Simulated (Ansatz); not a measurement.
System: NaO, net charge 0, doublet state. 
Structure (B3LYP-D3(BJ)/def2-TZVP (Ansatz, a program for electronic structure) minimum search):
```
Na
O 1 2.0519
```
Charge 0, spin multiplicity 2.

Parts of the frozen-core correlation energy in def2-SVP (Ansatz, hartree). Frozen orbitals: 6; correlated occupied orbitals by spin: 4 and 3; virtual: 19 and 20. Open shells are spin-unrestricted. No spin-orbit coupling. No relativistic terms.

```json
[
 {"term": "reference (HF)", "value": "-236.53958"},
 {"term": "MP2 opposite-spin", "value": "(withheld)"},
 {"term": "MP2 same-spin", "value": "(withheld)"},
 {"term": "CCSD correlation", "value": "(withheld)"},
 {"term": "(T)", "value": "-0.00258"},
 {"term": "CCSDT minus CCSD(T)", "value": "-0.00041"},
 {"term": "CCSDT(Q) minus CCSD(T)", "value": "-0.00091"},
 {"term": "T1 diagnostic", "value": "0.028"},
 {"term": "largest doubles amplitude", "value": "0.045"},
 {"term": "<S^2> of the reference", "value": "0.759"}
]
```

**Question.** Some entries are withheld; supply them.

**Answer.** 
- MP2 opposite-spin, value: -0.11278
- MP2 same-spin, value: -0.03922
- CCSD correlation, value: -0.16334
